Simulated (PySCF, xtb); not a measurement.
In(F)(OH)2 (FH₂InO₂), SMILES [OH][In]([OH])[F]. The values are those of a single conformer.

Harmonic wavenumbers (cm⁻¹) from GFN2-xTB run with xtb at its own minimum, in rising order: 105, 107, 110, 259, 264, 343, 425, 478, 744, 798, 3577, 3580.

What does B3LYP-D3(BJ)/def2-SVP (PySCF) give at its own minimum? (The exact figures need the calculation; the answer reports its results.)

112, 116, 141, 268, 287, 578, 606, 638, 851, 882, 3806, 3807. Paired by order, the mean absolute difference is 108 cm⁻¹ and the zero-point energies are 15.4 and 17.3 kcal/mol.
